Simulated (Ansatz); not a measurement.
Reaction (SMILES): F[SiH] (F-SiH) (closed-shell singlet) → F atom + H atom + Si atom
B3LYP-D3(BJ)/def2-TZVP geometries, fixed; electronic energies without zero-point terms.

Effect of a fitting basis named in the input at PBE/def2-TZVPP with Ansatz (a program for electronic structure), against the last row, where the atomisation energy is 218.39 kcal/mol. Open shells are unrestricted. The default fits or decomposes integrals by the program's own choice; accuracy: high also tightens integrals, grids and stops.

```tsv
setting	largest shift of a total energy (mEh)	shift of the atomisation energy (kcal/mol)
fitting: def2-SV(P)-JKFIT	-0.051	-0.005
fitting: def2-universal-JKFIT	-0.051	-0.005
fitting: cc-pVTZ-JKFIT	-0.019	0.008
fitting: cc-pVQZ-JKFIT	-0.007	0.000
fitting: cc-pV5Z-JKFIT	-0.006	0.000
fitting: def2-universal-JFIT	-0.118	0.054
accuracy: high	0.000	0.000
accuracy: medium (default)	0.000	0.000
```

Within 0.02 kcal/mol in the atomisation energy: fitting: def2-SV(P)-JKFIT; fitting: def2-universal-JKFIT; fitting: cc-pVTZ-JKFIT; fitting: cc-pVQZ-JKFIT; fitting: cc-pV5Z-JKFIT; accuracy: high. The largest shift is 0.118 mEh in a total energy and 0.054 kcal/mol in the difference.
